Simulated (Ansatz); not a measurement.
Ideal-gas functions of `O=[C]1[CH2][AlH]1` at 600 K and 1 bar, from an Ansatz frequency run at PBE0-D4/def2-TZVP.

Molar mass 70.03 g/mol, point group C1 (symmetry number 1), electronic degeneracy 1, moments of inertia 32.017, 110.153, 138.925 u Å². Harmonic wavenumbers (cm⁻¹, unscaled): 234, 299, 360, 439, 525, 559, 628, 861, 978, 1045, 1392, 1829, 1906, 2927, 3131.

Use S(trans) = R[1.5 ln M + 2.5 ln T − 1.1517]; rotational temperatures θ = 24.2544 K / I; S(rot) = R[ln(√π/σ · √(T³/θAθBθC)) + 1.5]; for each mode x = 1.438777 ν̃/T, S = R[x/(eˣ − 1) − ln(1 − e⁻ˣ)] and H = RT x/(eˣ − 1); 1 cm⁻¹ = 0.0119627 kJ/mol; R = 8.31446 J/(mol·K).

Q: By hand: the entropy, in J/(mol·K).

A: Translation 176.4. Rotation: θ = 0.7575, 0.2202, 0.1746 K, giving 111.7. Vibration, mode by mode: 13.23, 11.26, 9.79, 8.26, 6.93, 6.47, 5.65, 3.62, 2.90, 2.56, 1.32, 0.56, 0.48, 0.06, 0.04, in all 73.1. Electronic 0.0. Sum 361.2 J/(mol·K).

Q: By hand: H − E and G − E in kJ/mol, counted from the electronic energy.

A: Zero-point energy ½ × 17113 × 0.0119627 = 102.4; thermal vibration 25.1; translation, rotation and pV give 4 RT = 20.0. H − E = 147.5 kJ/mol, and G − E = 147.5 − 600 × 361.2/1000 = -69.2 kJ/mol.

Vibration gives 20 % of the entropy. The sum counts one conformer and one mirror image; others add a mixing term.
